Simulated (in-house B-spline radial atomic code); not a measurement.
Configurations of S III (S2+), with energies counted from [Ne] 3s2 3p2. Level of theory: non-relativistic PBE0, spin-polarised, spherical fractional occupations, exact exchange averaged over the configuration, point nucleus; calculated with a B-spline radial code for spherical atoms. Shells without spins written out take the highest spin.

Occupations are held fixed; configurations that lie above the ionisation limit could autoionise.

```json
{"configuration": "[Ne] 3s1 3p3", "E - E(ref) (eV)": "6.8971", "highest orbital": "3p up", "its <r> (bohr)": "1.729"}
{"configuration": "[Ne] 3s1 3p2 3d1", "E - E(ref) (eV)": "22.713", "highest orbital": "3d up", "its <r> (bohr)": "2.176"}
{"configuration": "[Ne] 3s1 3p2 4s1", "E - E(ref) (eV)": "26.091", "highest orbital": "4s up", "its <r> (bohr)": "3.719"}
{"configuration": "[Ne] 3s2 3p1 4f1", "E - E(ref) (eV)": "26.905", "highest orbital": "4f up", "its <r> (bohr)": "5.649"}
{"configuration": "[Ne] 3s1 3p2 4f1", "E - E(ref) (eV)": "35.117", "highest orbital": "4f up", "its <r> (bohr)": "5.588"}
```

Problem. Order these further configurations by energy, lowest first.
A. [He] 2s2 2p5 3s2 3p3
B. [Ne] 3s2 3p1 3d1
C. [Ne] 3s1 3p2 4d1
D. [He] 2s2 2p5 3s2 3p2 4s1
E. [He] 2s2 2p5 3s2 3p2 4d1

Solution. B (15.516 eV), C (33.162 eV), A (161.73 eV), D (183.23 eV), E (190.49 eV).
